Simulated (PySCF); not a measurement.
Can point charges reproduce the dipole moment of `N[SiH2]N([SiH3])[SiH2]N1CCCC1`?

Coordinates (PBE0-D3(BJ)/def2-SVP, Å) and charges (e) from the PBE0/pcSseg-1 density (PySCF):

```json
{"atom": "N1", "x": "2.685", "y": "1.748", "z": "0.449", "Mulliken": "-0.6519", "IAO": "-0.8490", "Hirshfeld": "-0.3081", "ESP-fitted": "-0.8912"}
{"atom": "Si2", "x": "3.199", "y": "0.268", "z": "-0.290", "Mulliken": "+0.8372", "IAO": "+0.9726", "Hirshfeld": "+0.3861", "ESP-fitted": "+0.5923"}
{"atom": "N3", "x": "1.887", "y": "-0.883", "z": "-0.402", "Mulliken": "-1.0770", "IAO": "-1.0359", "Hirshfeld": "-0.3484", "ESP-fitted": "-0.4955"}
{"atom": "Si4", "x": "1.734", "y": "-2.236", "z": "0.702", "Mulliken": "+0.6198", "IAO": "+0.7136", "Hirshfeld": "+0.3317", "ESP-fitted": "+0.4299"}
{"atom": "Si5", "x": "0.453", "y": "-0.461", "z": "-1.319", "Mulliken": "+0.9094", "IAO": "+0.9587", "Hirshfeld": "+0.3759", "ESP-fitted": "+0.4196"}
{"atom": "N6", "x": "-0.888", "y": "-0.271", "z": "-0.250", "Mulliken": "-0.8091", "IAO": "-0.5189", "Hirshfeld": "-0.1712", "ESP-fitted": "-0.2002"}
{"atom": "C7", "x": "-2.243", "y": "-0.743", "z": "-0.437", "Mulliken": "+0.0262", "IAO": "-0.1421", "Hirshfeld": "-0.0230", "ESP-fitted": "-0.0838"}
{"atom": "C8", "x": "-3.115", "y": "0.524", "z": "-0.363", "Mulliken": "-0.2478", "IAO": "-0.2720", "Hirshfeld": "-0.0726", "ESP-fitted": "+0.0590"}
{"atom": "C9", "x": "-2.250", "y": "1.544", "z": "0.410", "Mulliken": "-0.2343", "IAO": "-0.2700", "Hirshfeld": "-0.0724", "ESP-fitted": "-0.2695"}
{"atom": "C10", "x": "-0.960", "y": "0.778", "z": "0.750", "Mulliken": "-0.0137", "IAO": "-0.1482", "Hirshfeld": "-0.0258", "ESP-fitted": "+0.3102"}
{"atom": "H11", "x": "2.963", "y": "2.639", "z": "0.056", "Mulliken": "+0.2029", "IAO": "+0.2676", "Hirshfeld": "+0.1202", "ESP-fitted": "+0.3490"}
{"atom": "H12", "x": "2.524", "y": "1.815", "z": "1.447", "Mulliken": "+0.2007", "IAO": "+0.2606", "Hirshfeld": "+0.1189", "ESP-fitted": "+0.3587"}
{"atom": "H13", "x": "4.274", "y": "-0.437", "z": "0.477", "Mulliken": "-0.1262", "IAO": "-0.1552", "Hirshfeld": "-0.0895", "ESP-fitted": "-0.1270"}
{"atom": "H14", "x": "3.707", "y": "0.664", "z": "-1.635", "Mulliken": "-0.0960", "IAO": "-0.1415", "Hirshfeld": "-0.0828", "ESP-fitted": "-0.1037"}
{"atom": "H15", "x": "1.285", "y": "-1.817", "z": "2.069", "Mulliken": "-0.1016", "IAO": "-0.1456", "Hirshfeld": "-0.0875", "ESP-fitted": "-0.1092"}
{"atom": "H16", "x": "3.047", "y": "-2.933", "z": "0.852", "Mulliken": "-0.0890", "IAO": "-0.1250", "Hirshfeld": "-0.0808", "ESP-fitted": "-0.0937"}
{"atom": "H17", "x": "0.729", "y": "-3.195", "z": "0.152", "Mulliken": "-0.0979", "IAO": "-0.1198", "Hirshfeld": "-0.0759", "ESP-fitted": "-0.1072"}
{"atom": "H18", "x": "0.055", "y": "-1.539", "z": "-2.272", "Mulliken": "-0.1017", "IAO": "-0.1422", "Hirshfeld": "-0.0829", "ESP-fitted": "-0.0953"}
{"atom": "H19", "x": "0.828", "y": "0.774", "z": "-2.080", "Mulliken": "-0.1201", "IAO": "-0.1557", "Hirshfeld": "-0.0892", "ESP-fitted": "-0.0936"}
{"atom": "H20", "x": "-2.520", "y": "-1.438", "z": "0.380", "Mulliken": "+0.1119", "IAO": "+0.1181", "Hirshfeld": "+0.0284", "ESP-fitted": "+0.0269"}
{"atom": "H21", "x": "-2.352", "y": "-1.296", "z": "-1.382", "Mulliken": "+0.1231", "IAO": "+0.1380", "Hirshfeld": "+0.0426", "ESP-fitted": "+0.0620"}
{"atom": "H22", "x": "-4.079", "y": "0.325", "z": "0.128", "Mulliken": "+0.1191", "IAO": "+0.1334", "Hirshfeld": "+0.0369", "ESP-fitted": "+0.0155"}
{"atom": "H23", "x": "-3.339", "y": "0.896", "z": "-1.374", "Mulliken": "+0.1228", "IAO": "+0.1338", "Hirshfeld": "+0.0356", "ESP-fitted": "+0.0078"}
{"atom": "H24", "x": "-2.748", "y": "1.930", "z": "1.312", "Mulliken": "+0.1180", "IAO": "+0.1332", "Hirshfeld": "+0.0370", "ESP-fitted": "+0.0635"}
{"atom": "H25", "x": "-2.017", "y": "2.410", "z": "-0.227", "Mulliken": "+0.1226", "IAO": "+0.1344", "Hirshfeld": "+0.0358", "ESP-fitted": "+0.0598"}
{"atom": "H26", "x": "-0.056", "y": "1.406", "z": "0.734", "Mulliken": "+0.1383", "IAO": "+0.1410", "Hirshfeld": "+0.0343", "ESP-fitted": "-0.0467"}
{"atom": "H27", "x": "-1.035", "y": "0.335", "z": "1.763", "Mulliken": "+0.1141", "IAO": "+0.1162", "Hirshfeld": "+0.0267", "ESP-fitted": "-0.0377"}
```

Task: Compute μ = Σ q r for each scheme (1 e·Å = 4.803 D) and compare with the dipole of the full density.

Result: The full density gives (-0.69, 1.85, 0.90) D, 2.17 D in size; dipole vectors point from the negative to the positive end.

| scheme | μx | μy | μz | size (D) | share of the full size (%) | angle to the full dipole (°) |
| --- | --- | --- | --- | --- | --- | --- |
| Mulliken | -0.85 | 1.08 | 0.16 | 1.39 | 64 | 24 |
| IAO | 0.08 | 0.59 | -0.15 | 0.62 | 29 | 48 |
| Hirshfeld | -0.27 | 1.10 | 0.29 | 1.17 | 54 | 12 |
| ESP-fitted | -0.67 | 1.86 | 0.88 | 2.16 | 100 | 1 |

Task: Which set comes closest?

Result: Length of the difference vector: ESP-fitted 0.03 D, Hirshfeld 1.05 D, Mulliken 1.07 D, IAO 1.81 D. Closest: ESP-fitted. The schemes that divide the density aren't constrained to reproduce the dipole.

Task: What is left for the Hirshfeld atoms' own dipoles?

Result: The shares of the density sum to the whole, so what Σ q r misses lies in dipoles about the nuclei. The atomic dipoles sum to (-0.69, 1.85, 0.90) − (-0.27, 1.10, 0.29) = (-0.42, 0.75, 0.61) D, 1.05 D in size.

Task: With the origin at the mean of the coordinates, (0.065, 0.030, -0.013) Å, which are the largest single terms, by size, of the IAO dipole along the direction of the full one?

Result: N3 +7.57, Si4 -7.44, Si5 -4.99, Si2 -4.26, N1 -3.34 D; all 27 atoms together +0.42 D. The single terms depend on the origin, their sum doesn't.

Task: Give the size of the full dipole in other units.

Result: 2.17 D = 0.853 au = 0.452 e·Å = 7.23 × 10⁻³⁰ C·m.

Geometry: PBE0-D3(BJ)/def2-SVP, one conformer, isolated molecule.

These values come from a run that also computed NMR shieldings. Hardware: one thread of an Intel Xeon at 2.50 GHz, no GPU, on a shared host. Cost: 4.2 min wall, 1.4 GiB resident at most.
